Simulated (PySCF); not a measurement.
Br2Ni, charge -1, multiplicity 2. Atoms are numbered in the order given.

```xyz
3

Ni     0.0000     0.0000     0.0000
Br     0.0000     0.0000     2.2979
Br     0.0000     0.0000    -2.2979
```
Charge -1, spin multiplicity 2.

Geometry optimised at B3LYP-D3(BJ)/def2-SVPD. The spin state was assumed, not searched.

The numbers are results of PySCF with PBE0/def2-TZVPD, not measurements.

Mulliken values depend strongly on the basis, most of all with diffuse functions as here. ESP charges are fitted to the potential on shells at 1.4 to 2.0 van der Waals radii. Atomic charges (e):

```csv
atom,ESP fit,meta-Löwdin,Mulliken,Mulliken spin
Ni1,0.20,0.46,-0.03,0.99
Br2,-0.60,-0.73,-0.49,0.00
Br3,-0.60,-0.73,-0.49,0.00
```
